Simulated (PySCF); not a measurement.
C₃H₄N₂O. Atoms are numbered in the order given.

```xyz
10

C     -0.9151    -0.9441    -0.0202
N     -1.3820     0.2239    -0.2613
C     -0.4495     1.2628    -0.1034
N      0.8101     1.1361     0.0550
C      1.3308    -0.1957     0.0315
O      0.3454    -1.2459     0.2821
H     -1.5642    -1.8302    -0.0097
H     -0.8819     2.2719    -0.1062
H      2.0966    -0.3289     0.8094
H      1.7931    -0.4036    -0.9531
```
Charge 0, spin multiplicity 1.

Coordinates come from a B3LYP-D3(BJ)/def2-SVP optimisation. Other conformers were not sampled.

Method: B3LYP/def2-TZVP (PySCF).

Isolated molecule, no solvent.

Computed frontier levels, gap, dipole moment and polarisability:
| Quantity | Result |
|---|---|
| highest occupied level | -7.17 eV |
| lowest empty level | -1.77 eV |
| orbital gap | 5.40 eV |
| dipole moment | 1.50 D |
| quadrupole, principal values (traceless, Buckingham form, about the centre of nuclear charge) | -2.41, 0.28, 2.14 D·Å |
| mean static polarisability | 49.0 bohr³ (7.26 Å³) |
| polarisability, principal values | 33.6, 55.0, 58.4 bohr³ |
